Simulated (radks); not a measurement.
Au LI, configuration [Ar] 3d10 4s1 (the NIST ground configuration). All-electron calculation, Dirac Kohn-Sham, exchange-only PBE, spin-unpolarised, spherical densities, finite nucleus; Fermi nuclear charge, rms radius 5.4371 fm. Program: a radial shooting solver on a logarithmic mesh with Libxc functionals.

Spin-orbit splittings of the eigenvalues, e(l+1/2) - e(l-1/2), with zeta = 2 splitting/(2l+1) and mean radii in bohr:

shell  occ.  splitting (eV)  zeta (eV)  <r> j=l-1/2  <r> j=l+1/2
2p        6            1845       1230      0.05784      0.06634
3p        6           426.3      284.2       0.1698       0.1842
3d       10           93.29      37.32       0.1598       0.1642
